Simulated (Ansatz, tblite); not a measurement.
Forces on SiCl3(nBu) (C4H9Cl3Si) at its PBE-D4/def2-SVP geometry. Charge 0, multiplicity 1.

The xTB rows come from tblite. Another isomer (singlet) lies 0.02 eV lower at PBE0-D4/def2-TZVP; other spin states weren't run for this one.

GFN1-xTB (tblite), largest force 2.14 eV/Å:

```xyz
17
positions Å, forces eV/Å
C     0.433   -0.160    0.866    0.234   -0.695    0.003
C     0.041    0.685   -0.359   -0.339    0.358   -0.137
C     0.127   -0.072   -1.694    0.509    0.134   -0.439
C    -0.851   -1.243   -1.825   -0.464   -0.438    0.053
Cl    0.947   -0.465    4.053   -0.228    0.478   -0.707
Cl    1.704    2.377    2.424   -0.512   -0.656    0.005
Cl   -1.505    1.502    2.860    0.756   -0.315   -0.170
Si    0.397    0.770    2.485   -0.064    1.143    1.811
H     1.464   -0.567    0.758   -0.451   -0.014   -0.345
H    -0.239   -1.036    0.995    0.279    0.191   -0.459
H    -0.992    1.071   -0.218    0.428   -0.228   -0.112
H     0.699    1.579   -0.404   -0.231   -0.443   -0.086
H    -0.056    0.653   -2.516   -0.026   -0.315    0.371
H     1.169   -0.435   -1.839   -0.500    0.075    0.135
H    -0.784   -1.713   -2.827    0.052    0.339    0.478
H    -0.653   -2.039   -1.077   -0.019    0.487   -0.339
H    -1.900   -0.907   -1.683    0.578   -0.101   -0.063
```

GFN2-xTB (tblite), largest force 1.45 eV/Å:

```
C 0.220 -0.811 -0.269
C -0.269 0.332 0.023
C 0.419 0.089 -0.326
C -0.395 -0.377 0.061
Cl -0.171 0.386 -0.481
Cl -0.416 -0.503 0.051
Cl 0.614 -0.228 -0.091
Si -0.083 0.868 1.155
H -0.598 0.149 -0.263
H 0.345 0.427 -0.407
H 0.528 -0.311 -0.094
H -0.268 -0.541 -0.025
H -0.018 -0.375 0.446
H -0.578 0.100 0.155
H 0.031 0.367 0.575
H -0.040 0.553 -0.433
H 0.681 -0.125 -0.078
```

PBE-D4/def2-TZVP (Ansatz), largest force 0.30 eV/Å:

```
C 0.070 -0.259 0.052
C -0.100 0.275 0.056
C 0.194 0.051 -0.182
C -0.160 -0.186 0.009
Cl -0.071 0.166 -0.191
Cl -0.164 -0.196 0.038
Cl 0.243 -0.088 -0.021
Si -0.010 0.067 0.042
H -0.251 0.103 0.015
H 0.163 0.223 -0.043
H 0.261 -0.108 -0.060
H -0.165 -0.236 -0.015
H 0.029 -0.180 0.219
H -0.270 0.082 0.047
H -0.007 0.138 0.267
H -0.044 0.225 -0.198
H 0.281 -0.076 -0.036
```
